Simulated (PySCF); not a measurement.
C7H7BN2.
Structure used (PBE0-D3(BJ)/def2-SVP), in Å, numbered top down from 1:
```
atom  x, y, z in Å
C1    -0.0063    3.7866   -0.1138
N2     0.2566    2.6398   -0.0742
B3     0.6266    1.2353   -0.0226
C4     2.0508    0.7443    0.0378
C5     2.2646   -0.6099    0.0890
C6     1.1783   -1.5263    0.0713
C7    -0.1118   -1.0834    0.0180
N8    -0.4327    0.2465   -0.0154
C9    -1.7912    0.6415   -0.0144
C10   -2.8318   -0.0882    0.3897
H11    2.9056    1.4251    0.0460
H12    3.2804   -1.0174    0.1339
H13    1.3597   -2.6020    0.0815
H14   -0.9466   -1.7834   -0.0299
H15   -1.9358    1.6612   -0.3749
H16   -2.7410   -1.0928    0.8080
H17   -3.8342    0.3360    0.3193
```

Computed with PBE0-D3(BJ)/def2-SVP geometry optimisation, gas phase in PySCF.

Take the most abundant isotopes and a rigid rotor. The values belong to one conformer with, in the numbering `[C-:1]#[N+:2][B:3]1[CH:4]=[CH:5][CH:6]=[CH:7][N:8]1[CH:9]=[CH2:10]`, C7–N8–C9–C10 21°.

(1) Give the principal moments of inertia and the rotational constants in MHz.

(2) What kind of rotor is it?

(3) Is it planar, by Δ = Ic − Ia − Ib?

(4) Where do the levels up to J = 5 lie, in MHz?

(5) Which types of transition are allowed, and where do some lines up to J = 4 fall?

(6) Estimate the classical rotational partition function at 25 K, 200 K and 500 K.

Answers

(1) Ia = 300.90, Ib = 343.88, Ic = 641.29 u·Å²; 505379 MHz·u·Å²/I gives A = 1680, B = 1470, C = 788.1 MHz.

(2) An asymmetric top: κ = (2 × 1470 − 1680 − 788.1)/(1680 − 788.1) = 0.53.

(3) Not planar: Δ = Ic − Ia − Ib = -3.49 u·Å². For a rigid frame Δ = −2 Σ m c², so Σ m c² = 1.75 u·Å² lies off the ab plane: 0.64 from hydrogen and 1.11 from heavier atoms. The atom farthest from that plane is 0.57 Å away.

(4) Above 0(0,0):
J = 1: 1(0,1) 2258, 1(1,1) 2468, 1(1,0) 3149
J = 2: 2(0,2) 6260, 2(1,2) 6301, 2(1,1) 8346, 2(2,1) 8976, 2(2,0) 9489
J = 3: 3(0,3) 11787, 3(1,3) 11793, 3(1,2) 15551, 3(2,2) 15749, 3(2,1) 17508, 3(3,1) 18762, 3(3,0) 19093
J = 4: 4(0,4) 18874, 4(1,4) 18875, 4(1,3) 24284, 4(2,3) 24320, 4(2,2) 27838, 4(3,2) 28378, 4(3,1) 29785, 4(4,1) 31848, 4(4,0) 32033
J = 5: 5(0,5) 27535, 5(1,5) 27535, 5(1,4) 34524, 5(2,4) 34529, 5(2,3) 39832, 5(3,3) 39969, 5(3,2) 43111, 5(4,2) 44216, 5(4,1) 45243, 5(5,1) 48255, 5(5,0) 48347
Those of J = 1 are B + C, A + C and A + B.

(5) The dipole components are |μa| = 3.00 D, |μb| = 3.38 D, |μc| = 0.11 D. The squared components, which scale the intensities, stand as 0.79 : 1.00 : 0.00 (a : b : c). Some lines, for components of 0.1 D or more:

```
type  branch         J(Ka,Kc)    MHz  lower level (cm⁻¹)
   c       Q  3(3,1) ← 3(2,1)   1254               0.584
   b       Q  4(3,1) ← 4(2,2)   1947               0.929
   c       Q  4(4,1) ← 4(3,1)   2063               0.994
   b       Q  2(1,1) ← 2(0,2)   2086               0.209
   b       Q  4(4,0) ← 4(3,1)   2248               0.994
   a       R  1(0,1) ← 0(0,0)   2258               0.000
   b       Q  2(2,1) ← 2(1,2)   2674               0.210
   c       R  1(1,0) ← 0(0,0)   3149               0.000
   a       Q  4(2,2) ← 4(2,3)   3518               0.811
   b       Q  4(2,2) ← 4(1,3)   3554               0.810
   a       R  2(1,1) ← 1(1,0)   5197               0.105
   a       Q  4(1,3) ← 4(1,4)   5409               0.630
   b       R  3(1,2) ← 2(2,1)   6575               0.299
   b       R  4(0,4) ← 3(1,3)   7082               0.393
   a       R  4(0,4) ← 3(0,3)   7087               0.393
   b       R  3(2,2) ← 2(1,1)   7403               0.278
   a       R  4(2,3) ← 3(2,2)   8571               0.525
   b       R  4(2,3) ← 3(1,2)   8768               0.519
   b       R  4(2,2) ← 3(3,1)   9075               0.626
   c       R  3(1,2) ← 2(0,2)   9291               0.209
   c       R  3(3,0) ← 2(2,0)   9604               0.317
   a       R  4(3,2) ← 3(3,1)   9616               0.626
   b       R  3(2,1) ← 2(1,2)  11206               0.210
   c       R  4(1,3) ← 3(0,3)  12497               0.393
```

(6) Point group C1, symmetry number σ = 1; q = (√π/σ)·√((kT/h)³/(ABC)), k/h = 20836.6 MHz/K: 15100 at 25 K, 342000 at 200 K, 1350000 at 500 K.

No PBE0-D3(BJ)/def2-SVP frequencies stand behind this structure, so it isn't proved a minimum. No vibrational averaging or centrifugal distortion is included, and the geometry carries the error of its method. Quadrupole hyperfine structure (11B, 14N) is left out.

The run took 83 s wall on Arm Neoverse V2, one thread, no GPU, shared host, and the process peaked at 0.80 GiB of memory. That covers the optimisation of the geometry.
